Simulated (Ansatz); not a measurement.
Consider the redistribution: `N[SiH2][SiH](O)F` + `[OH][Cd][Br]` → `N[SiH2][SiH](F)Br` + `[OH][Cd][OH]`.

Computed with Ansatz on PBE0-D4/def2-TZVP structures; ΔE is electronic, products minus reactants. CCSD(T)/CBS is the MP2 limit (def2-TZVPP, def2-QZVPP) plus CCSD(T) − MP2 in def2-TZVPP, frozen cores. Functionals use def2-TZVPP. B3LYP here is the variant with VWN-RPA as its local correlation; programs differ in this. def2 core potentials past Kr. For Br, Cd outer-core shells are correlated without core-valence functions, which leaves a few kJ/mol of doubt a bond. Scalar relativity is left out up to krypton. Each species was taken in one conformer, which may not be the lowest.

`N[SiH2][SiH](O)F`:

```xyz
11

N     1.674   -0.061    0.176
Si    0.345   -0.892   -0.583
Si   -1.499    0.441    0.023
O    -0.865    1.592    1.003
F    -2.570   -0.454    0.811
H     1.964    0.824   -0.214
H     2.490   -0.603    0.421
H     0.475   -1.085   -2.059
H     0.280   -2.237    0.047
H    -2.263    1.139   -1.036
H    -0.031    1.335    1.411
```

`[OH][Cd][Br]`:

Cartesian coordinates in Å:
```
O 0.384 -1.049 -0.998
Cd 0.047 0.466 0.206
Br -0.255 2.391 1.599
H -0.175 -1.807 -0.807
```

`N[SiH2][SiH](F)Br`:

Cartesian coordinates in Å:
```
N -0.578 -0.981 1.323
Si 0.469 -0.858 -0.027
Si 0.263 1.332 -0.835
F 0.994 2.393 0.109
Br -1.914 1.808 -0.821
H -0.498 -1.743 1.976
H -1.522 -0.636 1.263
H 1.859 -1.139 0.419
H 0.184 -1.752 -1.192
H 0.743 1.577 -2.216
```

`[OH][Cd][OH]`:

Cartesian coordinates in Å:
```
O 1.362 -1.285 -0.624
Cd -0.054 -0.140 0.095
O -1.524 0.864 0.909
H 1.471 -1.180 -1.572
H -1.255 1.741 1.192
```

```
             level  ΔE (kJ/mol)  difference from CCSD(T)/CBS
            PBE-D4        127.9                        -14.0
         r2SCAN-D4        139.7                         -2.2
           PBE0-D4        142.0                          0.1
           ωB97X-V        144.8                          2.9
           ωB97M-V        147.1                          5.2
            B2PLYP        143.6                          1.7
               PBE        129.8                        -12.1
            r2SCAN        140.1                         -1.8
              PBE0        143.8                          1.9
             B3LYP        144.2                          2.3
    MP2/def2-TZVPP        138.6                         -3.3
SCS-MP2/def2-TZVPP        140.9                         -1.0
   CCSD/def2-TZVPP        147.7                          5.8
CCSD(T)/def2-TZVPP        143.1                          1.2
SCS-MP2/def2-QZVPP        139.6                         -2.3
     MP2/CBS(def2)        137.4                         -4.5
       CCSD(T)/CBS        141.9                            0
```

Largest T1 diagnostic among the species: 0.017.

From PBE to PBE0 (25 % exact exchange), in def2-TZVPP and without D4, ΔE moves by +14.0 kJ/mol. In def2-TZVPP, CCSD(T) changes the Hartree–Fock value by −35.4 kJ/mol (the triples alone add −4.6 kJ/mol) and MP2 by −39.9 kJ/mol.
